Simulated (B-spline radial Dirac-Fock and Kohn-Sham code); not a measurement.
# Binding energies of Ta¹³⁺ at several levels of theory

System: tantalum as Ta¹³⁺, configuration [Kr] 4d10 4f12 5s2.

The density-functional columns are spherical, spin-unpolarised Dirac-Kohn-Sham results without Breit or QED terms: −ε is minus the orbital energy of the initial state and ΔSCF the difference of two total energies. The reference in the last column comes from Dirac-Fock ΔSCF + Breit + QED. All numbers are from a radial atomic solver, in eV; a selection of levels is shown. For the 1s level of heavy atoms much of the gap between ΔSCF and the reference is the Breit and QED part, -333.6 eV here; for other levels the error of the functional can be larger.

```
level   LDA −ε  LDA ΔSCF  Dirac-Fock
   1s  67462.9   68015.2     67693.7
   2s  11802.4   11909.6     11968.5
2p1/2  11297.9   11433.6     11417.3
2p3/2  10028.8   10147.0     10161.2
   3s   2903.3    2939.5      2992.7
3p1/2   2677.9    2716.3      2749.6
3p3/2   2404.6    2440.2      2475.6
3d3/2   2021.7    2063.1      2071.6
3d5/2   1962.1    2002.4      2013.1
   4s    793.6     813.2       842.3
4p1/2    700.3     719.8       740.6
4p3/2    636.2     655.0       676.5
4d3/2    481.9     500.4       510.1
4d5/2    470.0     488.2       498.2
   4f    274.0     291.3       288.3
   5s    297.0     308.4       300.5
```

Values without a named source are computed, but for edge energies of neutral atoms, which are taken from tables.
